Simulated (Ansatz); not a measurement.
Start from `C[NH][AlH][Cl]` and change one atom or group to get `C[NH][AlH][OH]`.

Ansatz, PBE0-D4/def2-TZVP geometries, multiplicity 1. Each molecule was computed in one conformer, which needn't be the lowest.

```json
{"property": "HOMO–LUMO gap (ωB97M-V/def2-TZVPP) / eV", "`C[NH][AlH][Cl]`": "10.55"}
{"property": "HOMO energy (PBE0/def2-TZVPP) / eV", "`C[NH][AlH][Cl]`": "-7.09"}
{"property": "size of the dipole moment (B3LYP/def2-TZVPP) / D", "`C[NH][AlH][Cl]`": "2.20"}
{"property": "zero-point energy (PBE0-D4/def2-TZVP) / kJ/mol", "`C[NH][AlH][Cl]`": "165.6"}
{"property": "ideal-gas entropy at 298 K and 1 bar (rigid rotor, harmonic PBE0-D4/def2-TZVP) / J/(mol·K)", "`C[NH][AlH][Cl]`": "328"}
{"property": "LUMO energy (PBE0/def2-TZVPP) / eV", "`C[NH][AlH][Cl]`": "-0.48"}
```

(1) Give the same properties after the change, and the shifts. (Best estimate.)

Answers

(1) Ansatz gave: 
```tsv
property	`C[NH][AlH][OH]`	shift
HOMO–LUMO gap (ωB97M-V/def2-TZVPP) / eV	10.87	0.32
HOMO energy (PBE0/def2-TZVPP) / eV	-6.81	0.28
size of the dipole moment (B3LYP/def2-TZVPP) / D	2.23	0.03
zero-point energy (PBE0-D4/def2-TZVP) / kJ/mol	196.4	30.8
ideal-gas entropy at 298 K and 1 bar (rigid rotor, harmonic PBE0-D4/def2-TZVP) / J/(mol·K)	327	-1
LUMO energy (PBE0/def2-TZVPP) / eV	0.19	0.67
```

With PBE0 the HOMO rises by 0.28 eV and the LUMO rises by 0.67 eV, so the gap widens by about 0.39 eV. PBE moves the HOMO by 0.32 eV and ωB97M-V by 0.27 eV. The zero-point energy changes by 30.8 kJ/mol with +3 modes. Dipoles are sizes alone; their direction can turn.

B3LYP here is the variant with VWN-RPA as its local correlation; programs differ in this.
